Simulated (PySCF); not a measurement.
C2H6F2Ge. Atoms are numbered in the order given.

```xyz
11

Ge     0.4944    -0.3197     0.0000
F      0.8252     0.6983     1.3699
F      0.8252     0.6983    -1.3699
C     -1.3909    -0.7196     0.0000
C     -2.2246     0.5668     0.0000
H      1.5358    -1.4388     0.0000
H     -1.6051    -1.3409    -0.8855
H     -1.6051    -1.3409     0.8855
H     -2.0024     1.1783    -0.8880
H     -3.3025     0.3427     0.0000
H     -2.0024     1.1783     0.8880
```
Charge 0, spin multiplicity 1.

Geometry: ωB97X-D3(BJ)/def2-SVP. Other conformers were not sampled.

Vertical ionisation energy (IE) and electron affinity (EA) in eV. Rows of orbital energies are one-electron estimates. Where ΔSCF, EOM or ADC give a negative EA the extra electron is unbound and the value depends on the basis.

| level | IE | EA |
|---|---|---|
| −ε(HOMO), −ε(LUMO), r2SCAN/def2-TZVP (PySCF) | (withheld) | (withheld) |
| −ε(HOMO), −ε(LUMO), PBE/def2-TZVP (PySCF) | 7.55 | 0.41 |

**Question.** Some entries are withheld; supply them. (An estimate is asked for; the answer gives what the named calculation found.)

**Answer.** 
- −ε(HOMO), −ε(LUMO), r2SCAN/def2-TZVP (PySCF), IE: 7.86
- −ε(HOMO), −ε(LUMO), r2SCAN/def2-TZVP (PySCF), EA: -0.06
